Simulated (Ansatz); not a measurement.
The same path of ClH3O2Si + H2O (10 atoms, charge 0, multiplicity 1) was run 3 times with different band settings. Lost on the way: Si1–Cl2, O8–H10. Made: Si1–O8, Cl2–H10.

All numbers below come from RKS CAM-B3LYP/def2-SVP (Ansatz).

Relaxed end points:

```xyz
10
Properties=species:S:1:pos:R:3
Si -0.145 -0.223 0.124
Cl -0.412 -0.429 2.172
O 1.463 -0.200 -0.268
H 1.817 -1.051 -0.554
H -0.834 0.981 -0.340
O -0.712 -1.607 -0.574
H -1.473 -2.052 -0.186
O 1.351 2.168 1.068
H 1.927 1.562 0.578
H 1.383 1.832 1.973
```

```xyz
10
Properties=species:S:1:pos:R:3
Si 0.382 0.192 -0.480
Cl -0.625 -0.086 3.225
O 1.599 -0.341 -1.444
H 2.044 -1.157 -1.188
H -0.389 1.140 -1.301
O -0.464 -1.072 0.116
H -0.774 -1.044 1.034
O 0.960 0.995 0.882
H 1.440 1.822 0.753
H 0.190 0.530 2.395
```

Common settings: spring 5.0 eV/Å²; optimiser quadratic models (default); start path through a guess of the saddle point; force threshold 0.05 eV/Å; iteration limit 60; end points relaxed.

| run | movable images | climbing image |
| --- | --- | --- |
| 1 | 7 | yes |
| 2 | 6 | no |
| 3 | 8 | no |

(1) What does each run give, and how far can it be trusted?

Answers

(1) Run 1: converged after 15 iterations, highest image 0.582 eV above the first end. A vibrational analysis at the climbing image gives one clearly imaginary mode, 151i cm⁻¹: a first-order saddle point.
Run 2: converged after 17 iterations, highest image 0.547 eV above the first end. No image climbed, so the highest image needn't sit at the top of the path.
Run 3: converged after 15 iterations, highest image 0.562 eV above the first end. No image climbed, so the highest image needn't sit at the top of the path.
The orbitals stay closed-shell, which can raise the energy where a bond breaks towards radicals; this wasn't checked here.
